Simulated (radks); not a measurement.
The numbers below are computed, except where a source is named.
Ionisation of neutral europium, [Xe] 4f7 6s2, to [Xe] 4f7 6s1 as the strength of local exchange is varied. Level of theory: Dirac Kohn-Sham, Slater X-alpha exchange (alpha = 2/3 is LDA exchange), no correlation, spin-unpolarised, spherical densities, point nucleus; open shells fill j = l - 1/2 first (a radial shooting solver on a logarithmic mesh with Libxc functionals).

alpha  E(Eu) (hartree)  exchange (hartree)  IE (eV)  -e of the level emptied (eV)  <r> of it (bohr)
0.609      -10818.7661           -209.1628    5.116                 2.732 (6s1/2)             4.403
0.623      -10823.5756           -214.0739    5.176                 2.784 (6s1/2)             4.387
0.667      -10838.7061           -229.5371    5.370                 2.957 (6s1/2)             4.336
0.787      -10880.0860           -271.9305    5.931                 3.467 (6s1/2)             4.195
1.03       -10964.3888           -358.7655    7.177                 4.627 (6s1/2)             3.930

NIST Atomic Spectra Database: 5.670 eV (measured). The Delta-SCF value meets it near alpha = 0.73. Spin polarisation and multiplet splitting are left out, so open shells lie too high by an amount that depends on their filling.

Beside tabulated values, note that spin-unpolarised runs miss the spin-polarisation part of the exchange energy of open shells.
